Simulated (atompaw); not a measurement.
## What one change does to a pseudopotential (O (Z = 8), PAW (atompaw))

oxygen (O), PAW, made with atompaw 4.2.0.5 (LDA (PW92), scalar-relativistic). Core [He], reference 2s2 2p4. Waves: 2s (bound); 2s channel at -0.95 Ry; 2p (bound); 2p channel at 1.5 Ry. Local part: troulliermartins scheme with l = 2 at 0 Ry, radius 1.35 bohr. Core correction: smooth core density matched at 1.30 bohr. Augmentation charge: sinc compensation charge, radius 1.20 bohr; PAW radius 1.60 bohr; waves and projectors: bloechl.

Change: waves 2s (bound): rc 1.00 bohr; 2s channel at -0.95 Ry: rc 1.60 bohr; 2p (bound): rc 1.60 bohr; 2p channel at 1.5 Ry: rc 1.60 bohr; augmentation sinc compensation charge, radius 1.20 bohr; PAW radius 1.60 bohr; waves and projectors: custom rrkj gramschmidtortho.

Cutoffs: the cutoffs (Ry, on a coarse ladder) from which the occupation-weighted sum of valence levels, in a spherical-Bessel basis at the reference potential, stays within 10 and 1 mRy of its value at 400 Ry; they do not see the model core or the augmentation charge, which bear on the density cutoff.

Task: What does the change do?

Result: The potential gets softer (50 Ry and 70 Ry → 30 Ry and 50 Ry); the range in which the s phases agree widens (upper end 0.9 → at the end of the scan); neither file shows a bound ghost.

| quantity | base | changed |
| --- | --- | --- |
| cutoff, loose | 50 Ry | 30 Ry |
| cutoff, tight | 70 Ry | 50 Ry |
| loose cutoff by channel (10 mRy a level) | s 21 Ry, p 40 Ry | s 21 Ry, p 21 Ry |
| bound ghosts | none | none |
| s: phases at 1.61 bohr within 0.05 rad from the reference energy up to (Ry; the scan ends near 5) | 0.9 | to the end of the scan |
| p: phases at 1.61 bohr within 0.05 rad from the reference energy up to (Ry; the scan ends near 5) | to the end of the scan | 4.2 |
| lowest overlap eigenvalue by channel | s 0.01, p 1.00 | s 0.73, p 0.49 |

 The cutoffs see the waves, projectors and local potential, not the compensation charge or the core.
